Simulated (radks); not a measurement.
Numerical settings for the holmium ion Ho+, [Xe] 4f11 6s1. Calculated with a radial shooting solver on a logarithmic mesh with Libxc functionals: scalar-relativistic Kohn-Sham, PBE, spin-polarised, spherical densities, finite nucleus; open shells are filled with parallel spins first (spin-orbit coupling, left out, can overturn this in heavy ions); Fermi nuclear charge, rms radius 5.2022 fm. The defaults (mesh step 0.008 in ln r, mesh end at 40 bohr or more with all orbitals vanishing there, Anderson mixing 0.5 over 9 steps, residual threshold near 1e-9 with the energy settled to 1e-9 hartree or 1e-11 of itself, here a cap of 74 iterations) give E = -12615.0000 hartree and 4f at -8.348 eV in 18 iterations. Run on one thread of a shared host, so times are rough (Arm Neoverse V2): 0.29 s of CPU time, 0.29 s wall, 18 iterations on 2360 mesh points. Changes against that run (0 stands for a change within the tolerance of the run):

setting,iterations,converged,E (mhartree),e(4f) (meV),CPU (s)
mesh step in ln r 0.08,2,no,diverged,-,0.02
mesh step in ln r 0.02,15,yes,0,0,0.11
mesh step in ln r 0.005,18,yes,0,0,0.46
mesh end (bohr) 3,17,level above zero,+1.73e+03,+1.22e+04,0.23
mesh end (bohr) 12,18,yes,+0.0153,+1.51,0.28
residual threshold 1e-05,11,yes,0,+0.428,0.21
residual threshold 1e-13,32,yes,0,0,0.38
mixing 2.5,39,yes,0,0,0.64
"linear mixing, mixing 0.8",74,no,+1.03e+05,+7.11e+03,2.5
"linear mixing, mixing 0.5",74,no,+69.5,+2.09e+03,1.4
mixing history 3,19,yes,0,0,0.3
iteration cap 2,2,no,+957,-2.63e+04,0.05

Settled on a wrong energy, with an occupied level pushed above zero by the early mesh end: mesh end (bohr) 3 (+1.73 hartree). Apart from these: no run marked as converged misses the energy by more than 1 mhartree. A mesh that ends early acts as a hard wall.
